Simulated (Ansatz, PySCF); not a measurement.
The same groups moved round the core (trisilane silyl). All species are isolated molecules in the gas phase. One relaxed conformer stands for each flexible species; it need not be the lowest. Strings in code marks are SMILES.

Quantity: electronic energy of isomers of H10Si4 relative to `[SiH3][SiH]([SiH3])[SiH3]`, in eV.

Level 1: frozen-core MP2/cc-pVTZ // PBE0-D3(BJ)/def2-TZVP (Ansatz, a program for electronic structure)
Level 2: B3LYP/LANL2DZ // PBE0-D3(BJ)/def2-TZVP (PySCF)
Level 3: PBE/6-31G* // PBE0-D3(BJ)/def2-TZVP (PySCF)
Level 4: SVWN5/6-31G* // PBE0-D3(BJ)/def2-TZVP (PySCF)

```tsv
species	level 2	level 3	level 4
`[SiH3][SiH2][SiH2][SiH3]` (Si–Si–Si–Si torsion 180°)	0.027	0.032	0.038
```

### Question
What does level 1 give for each?

### Answer

- `[SiH3][SiH2][SiH2][SiH3]` (Si–Si–Si–Si torsion 180°): 0.076
